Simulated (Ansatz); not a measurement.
`CCCC` + `B1CN1` → `CCN1BC1` + `CC`  (substitution at a C–C bond)

Calculated with Ansatz (gas phase, PBE0-D4/def2-TZVP geometries, no zero-point term in ΔE). CBS: MP2 limit from def2 TZ/QZ plus the TZ coupled-cluster correction, frozen cores. This one scheme is used for every species. DFT in def2-TZVPP. B3LYP here is the variant with VWN-RPA as its local correlation; programs differ in this. One conformer a species, not always the lowest.

| level | ΔE (kJ/mol) |
| --- | --- |
| B3LYP-D4 | -1.1 |
| MP2/def2-QZVPP | 4.3 |

What does CCSD(T)/CBS give? (Estimate.)

Computed: +5.6 kJ/mol. The listed levels differ from it by -6.7, -1.3 kJ/mol.

Largest T1 diagnostic among the species: 0.013.
